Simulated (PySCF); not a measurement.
C2H4BClO.

```xyz
9

B     -0.2169    -0.0377     0.0000
Cl     0.4248    -1.7034     0.0000
C      0.7575     1.1777     0.0000
C      0.2985     2.4369     0.0000
H      1.8398     1.0039     0.0000
H      0.9683     3.3048     0.0000
H     -0.7778     2.6445     0.0000
O     -1.5562     0.1479     0.0000
H     -2.0546    -0.6777     0.0000
```
Charge 0, spin multiplicity 1.

The structure is a stationary point at ωB97X-D3(BJ)/def2-SVP. Other conformers were not sampled.

All values below come from PySCF with HF/pcSseg-1. Non-relativistic, no solvent.

### Question
Give the absolute GIAO shielding of each atom: isotropic value and principal components (ppm). (An estimate is asked for; the answer gives what the named calculation found.)

### Answer

```json
[
 {"atom": "B1", "σ(iso)": "75.8", "σ11": "56.6", "σ22": "73.4", "σ33": "97.5", "span": "40.8"},
 {"atom": "Cl2", "σ(iso)": "868.9", "σ11": "690.7", "σ22": "896.1", "σ33": "1019.8", "span": "329.1"},
 {"atom": "C3", "σ(iso)": "55.3", "σ11": "-77.7", "σ22": "70.7", "σ33": "172.9", "span": "250.6"},
 {"atom": "C4", "σ(iso)": "37.9", "σ11": "-112.1", "σ22": "52.1", "σ33": "173.6", "span": "285.6"},
 {"atom": "H5", "σ(iso)": "25.7", "σ11": "23.4", "σ22": "23.9", "σ33": "29.8", "span": "6.4"},
 {"atom": "H6", "σ(iso)": "25.1", "σ11": "21.8", "σ22": "24.3", "σ33": "29.2", "span": "7.5"},
 {"atom": "H7", "σ(iso)": "24.7", "σ11": "20.9", "σ22": "23.5", "σ33": "29.8", "span": "8.9"},
 {"atom": "O8", "σ(iso)": "200.4", "σ11": "88.6", "σ22": "236.8", "σ33": "275.6", "span": "187.0"},
 {"atom": "H9", "σ(iso)": "26.9", "σ11": "19.9", "σ22": "24.8", "σ33": "36.0", "span": "16.1"}
]
```
